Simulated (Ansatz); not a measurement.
The same atomization along the group Cl, Br, I.

Program: Ansatz. Geometries: PBE0-D4/def2-TZVP. ΔE: electronic, gas phase. CCSD(T)/CBS adds triple-zeta CCSD(T) − MP2 to the extrapolated MP2 energy (def2 sets, frozen cores). This one scheme is used for every species, atoms too. For atomizations the MP2-based limit and the directly extrapolated one differ by several kJ/mol either way, and by 10 to 25 for some Ge, Se and Sn compounds, so smaller differences from it don't rank the levels. Open shells (•) are unrestricted, without spin–orbit coupling. Spin–orbit coupling would lower the free atoms: a little for C, Cl, O; clearly for Br; strongly for I. Elements past krypton have def2 core potentials. For Br, I outer-core shells are correlated without core-valence functions, so the limit isn't a true one: a few kJ/mol of doubt a bond, and 10 to 20 or more in all where bonds break to atoms. Scalar relativity is left out up to krypton. One conformer a species, not always the lowest.

```csv
reaction,HF/CBS(def2) (kcal/mol)
`COC(=N)Cl` → 2 C• + 4 H• + Cl• + N• + O•,546.0
`COC(=N)Br` → 2 C• + 4 H• + Br• + N• + O•,532.9
`COC(=N)I` → 2 C• + 4 H• + I• + N• + O•,520.3
```

(1) Give the CCSD(T)/CBS values in the same order. (Best estimate.)

Largest T1 diagnostic: 0.013, for `COC(=N)Cl`.

Results:

(1) Computed: 816.1, 804.4, 792.5 kcal/mol.
